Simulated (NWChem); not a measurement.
Species: GeNH3O, singlet; SMILES [NH2][Ge][OH]

```xyz
6

Ge    -0.4603     0.0331     0.0000
O      0.7318     1.4020     0.0000
H      1.6600     1.1159     0.0000
N      0.7257    -1.3869     0.0000
H      1.7402    -1.3390     0.0000
H      0.3942    -2.3452     0.0000
```
Atoms are numbered in this order, from 1.

Low-valent species are run as closed-shell singlets; no triplet was tried in these runs. All runs use the structure optimised with B3LYP/6-31G* (spherical d).

Symmetry labels are those of Cs in the frame above (b1 and b2, or b-type labels, depend on it).

List the 4 lowest vertical singlet excitations from LDA (Slater exchange, VWN5)/6-31G* (spherical d), full TDDFT (NWChem).


```json
[
 {"state": "S1", "energy (eV)": "5.29", "oscillator strength": "0.075", "symmetry": "a\"", "leading excitation (squared amplitude)": "HOMO−1 → LUMO (0.95)"},
 {"state": "S2", "energy (eV)": "5.38", "oscillator strength": "0.044", "symmetry": "a'", "leading excitation (squared amplitude)": "HOMO → LUMO (0.93)"},
 {"state": "S3", "energy (eV)": "6.00", "oscillator strength": "0.015", "symmetry": "a\"", "leading excitation (squared amplitude)": "HOMO−3 → LUMO (0.90)"},
 {"state": "S4", "energy (eV)": "6.11", "oscillator strength": "0.002", "symmetry": "a\"", "leading excitation (squared amplitude)": "HOMO → LUMO+1 (0.93)"}
]
```
